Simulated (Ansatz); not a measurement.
Here is a job for Ansatz (an electronic-structure program).
Ansatz 0.2 input:
```yaml
crystal:
  periodic: [false, false, false]
  atoms:
    - {symbol: F, position_ang: [1.28249365, -1.06843622, -0.11172530]}
    - {symbol: Ge, position_ang: [-0.00000000, -0.00000000, -0.00000000]}
    - {symbol: F, position_ang: [0.58041552, 1.56903814, 0.00809899]}
    - {symbol: F, position_ang: [-1.01772117, -0.21135552, -1.31087792]}
    - {symbol: F, position_ang: [-0.84518800, -0.28924641, 1.41450423]}
basis:
  gaussian:
    orbitals: pcseg-2
hamiltonian:
  xc: pbe0
```

Problem. What does this run give for the total energy, number of basis functions?

Solution. 
The total energy comes out as -2476.1006 Eh and the number of basis functions comes out as 163.
